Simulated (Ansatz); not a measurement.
The cluster Li3Al5⁺, relaxed as a doublet with UKS PBE-D4/def2-SVP in Ansatz, starting from the GFN1-xTB geometry. Force threshold 0.02 eV/Å.

Another isomer (doublet) lies 0.03 eV lower at PBE0-D4/def2-TZVP; other spin states weren't run for this one.

Start:

```xyz
8

Li    0.134    1.410    1.316
Li   -2.150    2.192    0.969
Li   -1.708   -0.233    0.952
Al    0.497   -2.599    0.395
Al   -0.838    1.253   -1.323
Al    2.385   -0.890    0.836
Al    1.801    0.299   -1.352
Al   -0.121   -1.432   -1.794
```

Question: Estimate the energy that the relaxation releases and the steps that it takes.

Answer: 204.9 kJ/mol, in 30 steps; 3.3 min on 4 threads of Intel Xeon on a shared host. No frequencies were taken in this run, so the end may be a saddle point.

Question: Does the start keep its bonding and symmetry?

Answer: Bonds lost: Li1–Li2, Li1–Li3, Li2–Li3 (atoms count from 1). Bonds formed: Li1–Al6, Li1–Al7, Li2–Al8, Li3–Al6, Al4–Al7 (atoms count from 1).

Question: Predict the relaxed structure.

Answer: 
```xyz
8

Li    2.222    1.718    1.178
Li   -3.175    1.268   -0.750
Li   -1.006   -0.671    1.503
Al    0.365   -2.358   -0.602
Al   -0.475    1.663   -0.210
Al    1.787   -1.229    1.280
Al    1.417    0.120   -0.890
Al   -1.134   -0.512   -1.509
```
Bond lengths (bridged metal pairs left out): 7 × Al–Al 2.53 to 2.71 Å; 6 × Al–Li 2.73 to 2.98 Å.
